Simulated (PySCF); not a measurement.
## Hf⁺ (hafnium, charge +1): UHF calculation

Configuration: [Xe] 4f14 5d1 6s1 6p1, one real determinant (an excited configuration). All numbers are calculated (PySCF 2.14, scalar relativity through the core potential, in def2-TZVPPD with the def2 core potential (60 electrons)).

```json
{
 "Total energy": "-47.048851 hartree",
 "One-electron energy": "-74.4463 hartree",
 "Hartree (Coulomb) energy": "32.4913 hartree",
 "Exchange energy": "-5.0939 hartree",
 "⟨S²⟩": "3.7521",
 "⟨L²⟩": "8.338",
 "Sum of ⟨r⟩": "19.95 bohr",
 "Sum of ⟨r²⟩": "50.52 bohr²",
 "Traceless quadrupole moment −½Σ⟨3z² − r²⟩ along its main axis": "-8.19 e·bohr²"
}
```

```tsv
shell	electrons	mean orbital energy (hartree)	spread (hartree)	rms radius, mean of both spins (bohr)
5s α	1	-3.28554	0	1.23
5s β	1	-3.23262	0	1.23
5p α	3	-1.95407	0.03233	1.45
5p β	3	-1.88656	0.02233	1.45
5d α	1	-0.63017	0	2.26
6s α	1	-0.59063	0	3.41
6p α	1	-0.39057	0	4.26
```

⟨L²⟩ = 8.34 against 12 for a pure F term, so this real determinant mixes terms. Energies and moments cover only the electrons outside the core potential. Spin-orbit coupling, absent here, splits the open shell strongly.
